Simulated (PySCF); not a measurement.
# TDDFT excited states: Br4H6HfN2

Species: trans-Hf(NH3)2Br4 (singlet state).
Bonds: Hf1–N2, Hf1–N6, Hf1–Br10, Hf1–Br11, Hf1–Br12, Hf1–Br13. Hydrogens: H3, H4, H5 on N2; H7, H8, H9 on N6.

Level of theory: TDDFT B3LYP/def2-SVPD, vertical, gas phase, core orbitals frozen in the response, def2 core potentials past Kr (PySCF). Isolated species at its PBE0-D3(BJ)/def2-SVP geometry, gas phase. Spin–orbit coupling is left out.

```json
{"state": "S1", "E (eV)": "3.68", "λ (nm)": "336.8", "f": "0.0000", "|μ| (D)": "0.02", "main configurations (H = HOMO, L = LUMO)": "H→L/L+1 (100%)"}
{"state": "S2", "E (eV)": "3.68", "λ (nm)": "336.6", "f": "0.0000", "|μ| (D)": "0.02", "main configurations (H = HOMO, L = LUMO)": "H→L/L+1 (100%)"}
{"state": "S3", "E (eV)": "4.16", "λ (nm)": "297.8", "f": "0.0001", "|μ| (D)": "0.07", "main configurations (H = HOMO, L = LUMO)": "H-2/H-1→L/L+1 (≥81%)"}
{"state": "S4", "E (eV)": "4.18", "λ (nm)": "296.6", "f": "0.0000", "|μ| (D)": "0.01", "main configurations (H = HOMO, L = LUMO)": "H→L+2 (90%)"}
{"state": "S5", "E (eV)": "4.18", "λ (nm)": "296.3", "f": "0.0001", "|μ| (D)": "0.07", "main configurations (H = HOMO, L = LUMO)": "H-2/H-1→L/L+1 (≥80%)"}
{"state": "S6", "E (eV)": "4.21", "λ (nm)": "294.3", "f": "0.0004", "|μ| (D)": "0.17", "main configurations (H = HOMO, L = LUMO)": "H-2/H-1→L/L+1 (≥88%)"}
{"state": "S7", "E (eV)": "4.22", "λ (nm)": "294.0", "f": "0.0017", "|μ| (D)": "0.33", "main configurations (H = HOMO, L = LUMO)": "H-2/H-1→L/L+1 (≥88%)"}
{"state": "S8", "E (eV)": "4.49", "λ (nm)": "276.4", "f": "0.0002", "|μ| (D)": "0.10", "main configurations (H = HOMO, L = LUMO)": "H-3→L/L+1 (≥52%), H-2/H-1→L+2 (≥44%)"}
{"state": "S9", "E (eV)": "4.49", "λ (nm)": "276.1", "f": "0.0002", "|μ| (D)": "0.11", "main configurations (H = HOMO, L = LUMO)": "H-3→L/L+1 (≥52%), H-2/H-1→L+2 (≥43%)"}
```

Triplets (Tamm–Dancoff): T1 3.63 eV, H→L/L+1 (99%); T2 3.63 eV, H→L/L+1 (100%); T3 3.82 eV, H→L+2 (99%).

The lowest singlet level (S1/S2) comes at 337 nm (355 kJ/mol) in the ultraviolet; it is dark (f under 0.0005). The strongest level in the table is S6/S7 at 4.21 eV (294 nm, f = 0.0021 summed). S1/S2, S4/S5, S6/S7 and S8/S9 lie within about 0.01 eV of each other in each set. For S1 the Löwdin share of hafnium is at most 1% in HOMO and 68% in LUMO (ligand-to-metal charge transfer by this measure); for S6 the Löwdin share of hafnium is at most 5% in HOMO-2 and 68% in LUMO (ligand-to-metal charge transfer by this measure). Orbital energies (eV): HOMO-3 -7.73, HOMO-2 -7.48, HOMO-1 -7.47, HOMO -6.93, LUMO -2.26, LUMO+1 -2.25, LUMO+2 -1.95. Of the 9 states listed, none reaches f = 0.01 and 8 stay under 0.0005. The listed states span 0.81 eV, and the widest gap between neighbours is 0.48 eV (S2 to S3). All these states lie below the vertical ionisation energy of 8.69 eV (ΔSCF). Orbitals of the list HOMO-3 to LUMO+2 that lie within 0.01 eV of each other are written together with a slash and their weights summed (≥ marks a lower bound); for degenerate orbitals outside that list single weights are arbitrary. Only the lowest 10 singlets were computed, as vertical energies without vibronic structure. The highest level found (4.70 eV, f 0.040 so far) is left out, since the window may have cut off a degenerate partner.

Hardware: an AMD EPYC with one thread, shared host with 64 logical CPUs at a one-minute load of 60. Cost: 22 min wall (with the writing of density and orbital grids), 1.6 GiB resident at most.
